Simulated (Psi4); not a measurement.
pentafluoroethane (C₂HF₅), singlet, at a GFN2-xTB geometry; PBE/6-31G* (Psi4 1.11).

The Psi4 input:
```
memory 2 GB

molecule mol {
0 1
  F     1.251144   -1.248423    0.511104
  C     0.931386   -0.169865   -0.218652
  F     1.587801    0.883492    0.288926
  C    -0.595882    0.079322   -0.141779
  F    -1.023063    0.275912    1.097322
  F    -0.921973    1.149807   -0.868498
  F    -1.255767   -0.963978   -0.648210
  H     1.243703   -0.328042   -1.263212
symmetry c1
}

set basis 6-31g*
set reference rks

energy('pbe')
print_variables()
```

Problem. What does Psi4 print? Leave out banner, timings and long lists.

Solution. 
```
   => Loading Basis Set <=

    Name: 6-31G*
    Role: ORBITAL
    Keyword: BASIS

         ---------------------------------------------------------
                                   SCF
               by Justin Turney, Rob Parrish, Andy Simmonett
                          and Daniel G. A. Smith
                              RKS Reference
         ---------------------------------------------------------

  ==> Geometry <==

    Molecular point group: c1
    Full point group: C1

    Geometry (in Angstrom), charge = 0, multiplicity = 1:

       Center              X                  Y                   Z               Mass
    ------------   -----------------  -----------------  -----------------  -----------------
         F            1.264437693928    -1.251940591923     0.497492652790    18.998403162730
         C            0.944679693928    -0.173382591923    -0.232263347210    12.000000000000
         F            1.601094693928     0.879974408077     0.275314652790    18.998403162730
         C           -0.582588306072     0.075804408077    -0.155390347210    12.000000000000
         F           -1.009769306072     0.272394408077     1.083710652790    18.998403162730
         F           -0.908679306072     1.146289408077    -0.882109347210    18.998403162730
         F           -1.242473306072    -0.967495591923    -0.661821347210    18.998403162730
         H            1.256996693928    -0.331559591923    -1.276823347210     1.007825032230

  Running in c1 symmetry.

  Rotational constants: A =      0.12446  B =      0.07860  C =      0.06575 [cm^-1]
  Rotational constants: A =   3731.32754  B =   2356.29151  C =   1971.02831 [MHz]
  Nuclear repulsion =  358.991627980648502

  Charge       = 0
  Multiplicity = 1
  Electrons    = 58
  Nalpha       = 29
  Nbeta        = 29

  ==> Algorithm <==

  SCF Algorithm Type is DF.
  DIIS enabled.
  MOM disabled.
  Fractional occupation disabled.
  Guess Type is SAD.
  Energy threshold   = 1.00e-06
  Density threshold  = 1.00e-06
  Integral threshold = 1.00e-12

  ==> Primary Basis <==

  Basis Set: 6-31G*
    Blend: 6-31G*
    Number of shells: 44
    Number of basis functions: 107
    Number of Cartesian functions: 107
    Spherical Harmonics?: false
    Max angular momentum: 2

  ==> DFT Potential <==

   => LibXC <=

    Version 7.1.2
    S. Lehtola, C. Steigemann, M. J. T. Oliveira, and M. A. L. Marques,  SoftwareX 7, 1–5 (2018) (10.1016/j.softx.2017.11.002)

   => Composite Functional: PBE <=

    PBE GGA Exchange-Correlation Functional

    J.P. Perdew et. al., Phys. Rev. Lett., 77(18), 3865-3868, 1996

    Deriv               =              1
    GGA                 =           TRUE
    Meta                =          FALSE

    Exchange Hybrid     =          FALSE
    MP2 Hybrid          =          FALSE

   => Exchange Functionals <=

    1.0000     XC_GGA_X_PBE

   => Correlation Functionals <=

    1.0000     XC_GGA_C_PBE

   => LibXC Density Thresholds  <==

    XC_GGA_C_PBE:  1.00E-12
    XC_GGA_X_PBE:  1.00E-15

   => Molecular Quadrature <=

    Radial Scheme          =       TREUTLER
    Pruning Scheme         =           NONE
    Nuclear Scheme         =       TREUTLER

    Blocking Scheme        =         OCTREE
    BS radius alpha        =              1
    Pruning alpha          =              1
    Radial Points          =             75
    Spherical Points       =            302
    Total Points           =         170771
    Total Blocks           =           1345
    Max Points             =            256
    Max Functions          =            103
    Weights Tolerance      =       1.00E-15

   => Loading Basis Set <=

    Name: (6-31G* AUX)
    Role: JKFIT
    Keyword: DF_BASIS_SCF

  ==> Integral Setup <==

  SCF_SUBTYPE=INCORE selected. In-core MEM_DF algorithm will be used.
  Using in-core AOs.

  ==> MemDFJK: Density-Fitted J/K Matrices <==

    J tasked:                   Yes
    K tasked:                    No
    wK tasked:                   No
    Algorithm:                 Core
    Schwarz Cutoff:           1E-12
    Mask sparsity (%):       1.6421
    Fitting Condition:        1E-10

   => Auxiliary Basis Set <=

  Basis Set: (6-31G* AUX)
    Blend: CC-PVDZ-JKFIT
    Number of shells: 177
    Number of basis functions: 592
    Number of Cartesian functions: 592
    Spherical Harmonics?: false
    Max angular momentum: 3

  Minimum eigenvalue in the overlap matrix is 1.9289783612E-03.
  Reciprocal condition number of the overlap matrix is 2.9607879557E-04.
    Using symmetric orthogonalization.

  ==> Pre-Iterations <==

  SCF Guess: Superposition of Atomic Densities via on-the-fly atomic UHF (no occupation information).

   -------------------------
    Irrep   Nso     Nmo
   -------------------------
     A        107     107
   -------------------------
    Total     107     107
   -------------------------

  ==> Iterations <==

                           Total Energy        Delta E     RMS |[F,P]|

   @DF-RKS iter SAD:  -575.30050847862879   -5.75301e+02   0.00000e+00
   @DF-RKS iter   1:  -575.37499040267528   -7.44819e-02   4.66949e-03 ADIIS/DIIS
   @DF-RKS iter   2:  -575.31685980981968    5.81306e-02   6.31680e-03 ADIIS/DIIS
   @DF-RKS iter   3:  -575.44712671522700   -1.30267e-01   1.14047e-03 ADIIS/DIIS
   @DF-RKS iter   4:  -575.45296686598329   -5.84015e-03   2.04774e-04 ADIIS/DIIS
   @DF-RKS iter   5:  -575.45314819300518   -1.81327e-04   6.26540e-05 DIIS
   @DF-RKS iter   6:  -575.45316444382524   -1.62508e-05   1.62438e-05 DIIS
   @DF-RKS iter   7:  -575.45316531617209   -8.72347e-07   6.01764e-06 DIIS
   @DF-RKS iter   8:  -575.45316545437015   -1.38198e-07   1.05002e-06 DIIS
   @DF-RKS iter   9:  -575.45316545779860   -3.42845e-09   4.62250e-07 DIIS
  Energy and wave function converged.

  ==> Post-Iterations <==

   Electrons on quadrature grid:
      Ntotal   =   58.0000149388 ; deviation = 1.494e-05

    Orbital Energies [Eh]
    ---------------------

    Doubly Occupied:

       1A    -24.314578     2A    -24.312928     3A    -24.312922
       4A    -24.301790     5A    -24.301783     6A    -10.141401
       7A    -10.075086     8A     -1.222477     9A     -1.173353
      10A     -1.131492    11A     -1.130264    12A     -1.112426
      13A     -0.702146    14A     -0.610585    15A     -0.546012
      16A     -0.540733    17A     -0.540272    18A     -0.499527
      19A     -0.498241    20A     -0.410158    21A     -0.405005
      22A     -0.402809    23A     -0.376073    24A     -0.366748
      25A     -0.362720    26A     -0.354740    27A     -0.346698
      28A     -0.342944    29A     -0.293449

    Virtual:

      30A      0.048433    31A      0.058309    32A      0.104133
      33A      0.171221    34A      0.184944    35A      0.192869
      36A      0.210805    37A      0.417834    38A      0.438690
      39A      0.457216    40A      0.499149    41A      0.501861
      42A      0.577918    43A      0.648039    44A      0.765081
      45A      0.886883    46A      0.973086    47A      0.985999
      48A      0.987295    49A      1.013207    50A      1.042711
      51A      1.067130    52A      1.131649    53A      1.233358
      54A      1.240413    55A      1.248413    56A      1.261167
      57A      1.287070    58A      1.289474    59A      1.303200
      60A      1.311711    61A      1.320339    62A      1.340088
      63A      1.427460    64A      1.456734    65A      1.530725
      66A      1.562533    67A      1.568321    68A      1.650820
      69A      1.658599    70A      1.704503    71A      1.729491
      72A      1.749582    73A      1.756216    74A      1.787763
      75A      1.843473    76A      1.847879    77A      1.914205
      78A      1.925370    79A      1.947561    80A      1.949854
      81A      1.986349    82A      1.996527    83A      2.020369
      84A      2.077248    85A      2.089020    86A      2.191762
      87A      2.253717    88A      2.264246    89A      2.323364
      90A      2.424766    91A      2.432068    92A      2.619283
      93A      2.690679    94A      2.752957    95A      2.803425
      96A      2.925140    97A      2.940499    98A      2.961138
      99A      2.975218   100A      3.011534   101A      3.956455
     102A      4.062454   103A      4.301660   104A      4.426083
     105A      4.754262   106A      4.823519   107A      5.186004

    Final Occupation by Irrep:
              A
    DOCC [    29 ]
    NA   [    29 ]
    NB   [    29 ]

  @DF-RKS Final Energy:  -575.45316545779860

   => Energetics <=

    Nuclear Repulsion Energy =            358.9916279806485022
    One-Electron Energy =               -1513.7011014298357168
    Two-Electron Energy =                 642.2662443361986107
    DFT Exchange-Correlation Energy =     -63.0099363448099723
    Empirical Dispersion Energy =           0.0000000000000000
    VV10 Nonlocal Energy =                  0.0000000000000000
    Total Energy =                       -575.4531654577986046

Computation Completed

Properties will be evaluated at   0.000000,   0.000000,   0.000000 [a0]

Properties computed using the SCF density matrix

 Multipole Moments:

 ------------------------------------------------------------------------------------
     Multipole            Electronic (a.u.)      Nuclear  (a.u.)        Total (a.u.)
 ------------------------------------------------------------------------------------

 L = 1.  Multiply by 2.5417464519 to convert [e a0] to [Debye]
 Dipole X            :         -1.2777758            1.4570530            0.1792772
 Dipole Y            :          0.3148052           -0.3855614           -0.0707563
 Dipole Z            :          1.0845652           -1.4918634           -0.4072982
 Magnitude           :                                                    0.4505981

 ------------------------------------------------------------------------------------

  Variable Map:
  ----------------------------------------------------------------------------
  "CURRENT ENERGY"              =>    -575.453165457799
  "CURRENT REFERENCE ENERGY"    =>    -575.453165457799
  "DD SOLVATION ENERGY"         =>       0.000000000000
  "DFT FUNCTIONAL TOTAL ENERGY" =>    -575.453165457799
  "DFT TOTAL ENERGY"            =>    -575.453165457799
  "DFT VV10 ENERGY"             =>       0.000000000000
  "DFT XC ENERGY"               =>     -63.009936344810
  "GRID ELECTRONS ALPHA"        =>      29.000007469375
  "GRID ELECTRONS BETA"         =>      29.000007469375
  "GRID ELECTRONS TOTAL"        =>      58.000014938750
  "NUCLEAR REPULSION ENERGY"    =>     358.991627980649
  "ONE-ELECTRON ENERGY"         =>   -1513.701101429836
  "PCM POLARIZATION ENERGY"     =>       0.000000000000
  "PE ENERGY"                   =>       0.000000000000
  "SCF ITERATION ENERGY"        =>    -575.453165457799
  "SCF ITERATIONS"              =>       9.000000000000
  "SCF TOTAL ENERGY"            =>    -575.453165457799
  "TWO-ELECTRON ENERGY"         =>     642.266244336199
  "XC GRID RADIAL POINTS"       =>      75.000000000000
  "XC GRID SPHERICAL POINTS"    =>     302.000000000000
  "XC GRID TOTAL POINTS"        =>  170771.000000000000

  Array Variable Map:
  ----------------------------------------------------------------------------
  "CURRENT DIPOLE"              =>       0.179277232194 ... -0.407298220030 1 by 3
  "SCF DIPOLE"                  =>       0.179277232194 ... -0.407298220030 1 by 3
  "SCF TOTAL ENERGIES"          =>    -575.300508478629 ... -575.453165457799 1 by 10
```
